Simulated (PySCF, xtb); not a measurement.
HNSi, SMILES N#[SiH].

Harmonic wavenumbers (cm⁻¹) from GFN2-xTB run with xtb 6.7.1 at its own minimum, in rising order: 615, 615, 1565, 2405.

Question: What does PBE-D3(BJ)/def2-TZVPD (PySCF) give at its own minimum? (An estimate is asked for; the answer gives what the named calculation found.)

Answer: 275, 275, 1184, 2099. Paired by order, the mean absolute difference is 341 cm⁻¹ and the zero-point energies are 7.4 and 5.5 kcal/mol.
